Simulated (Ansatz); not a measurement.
An input meant for n-GeGeSiH8 (SiGe2H8) (charge 0, singlet).

```yaml
crystal:
  periodic: [false, false, false]
  atoms:
    - {symbol: Ge, position_ang: [1.869297, -0.721525, 0.273106]}
    - {symbol: Ge, position_ang: [0.041964, 0.346137, -0.939526]}
    - {symbol: Si, position_ang: [-1.919849, 0.468649, 0.426183]}
    - {symbol: H, position_ang: [1.485064, -2.181696, 0.634930]}
    - {symbol: H, position_ang: [2.154112, 0.048970, 1.590607]}
    - {symbol: H, position_ang: [3.168492, -0.747814, -0.574958]}
    - {symbol: H, position_ang: [0.478656, 1.775530, -1.368927]}
    - {symbol: H, position_ang: [-0.260257, -0.459286, -2.234815]}
    - {symbol: H, position_ang: [-3.053219, 1.139589, -0.303491]}
    - {symbol: H, position_ang: [-1.615004, 1.251450, 1.676077]}
    - {symbol: H, position_ang: [-2.349256, -0.919994, 0.820816]}
basis:
  gaussian: {orbitals: def2-SVPD}
total_charge: -2
hamiltonian: {xc: {name: wB97X}}
scf: {lower_state_search: off}
output: {forces: true}
```

```sh
$ ansatz run in.yaml --threads 4 --pin off --events-out ev --progress --plain --max-ram 3916MiB
```

Shortened log:

```
Functional definition: wB97X
1594 factors; integrals over basis functions are off by at most 1.3e-3 eV
591 factors; integrals over basis functions are off by at most 2.2e-6 eV
mean field evaluation 1: about -121019.6819 eV, gradient 3.9e1 eV
mean field evaluation 2: about -121021.0822 eV, gradient 3.9e1 eV
mean field evaluation 4: about -121024.0854 eV, gradient 1.4e0 eV
mean field evaluation 8: about -121024.1085 eV, gradient 1.8e-1 eV
mean field evaluation 16: about -121024.1136 eV, gradient 1.3e-2 eV
mean field evaluation 32: about -121024.1137 eV, gradient 1.3e-4 eV
a density is far from that of the atoms, so the factors are made again for it
1603 factors; integrals over basis functions are off by at most 1.3e-3 eV
592 factors; integrals over basis functions are off by at most 2.1e-6 eV
mean field -121024.11356769 eV, -4447.5541405220 hartree, gradient 5.2e-6 eV, S^2 0.000000; 0 other end points of the search recorded, 0 dependent functions left out
reference -121024.11352703 eV, -4447.5541390280 hartree; 44, 44 occupied and 120, 120 virtual orbitals, 1603 factors
Total energy: -121024.11352703 eV, -4447.5541390280 hartree
Atom 0 at     1.869297    -0.721525     0.273106 Å, force     0.918308    -0.509841     0.514725 eV/Å
Atom 1 at     0.041964     0.346137    -0.939526 Å, force    -0.430330     0.085383     0.108056 eV/Å
Atom 2 at    -1.919849     0.468649     0.426183 Å, force    -0.320885     0.160185    -0.144099 eV/Å
Atom 3 at     1.485064    -2.181696     0.634930 Å, force     0.121682     0.095442     0.032348 eV/Å
Atom 4 at     2.154112     0.048970     1.590607 Å, force     0.039419    -0.138506    -0.098987 eV/Å
Atom 5 at     3.168492    -0.747814    -0.574958 Å, force     0.778625    -0.214410    -0.030074 eV/Å
Atom 6 at     0.478656     1.775530    -1.368927 Å, force    -0.128513     0.044908    -0.164797 eV/Å
Atom 7 at    -0.260257    -0.459286    -2.234815 Å, force    -0.094519     0.142848    -0.134137 eV/Å
Atom 8 at    -3.053219     1.139589    -0.303491 Å, force    -0.796833     0.134550     0.347759 eV/Å
Atom 9 at    -1.615004     1.251450     1.676077 Å, force    -0.116800    -0.117375    -0.300742 eV/Å
Atom 10 at    -2.349256    -0.919994     0.820816 Å, force     0.029846     0.316817    -0.130052 eV/Å
Dipole moment:    -0.537434     0.641510    -1.200487 e Å
Checks for a lower state left out: stability, starts, cluster_reference, orbital_swaps, neighbouring_geometries, increment
```

Something in this input is off. What?

The charge is far from what the species holds (-2 typed, 0 meant). The calculation finished and met its thresholds. The result belongs to that input, not to the species as meant.
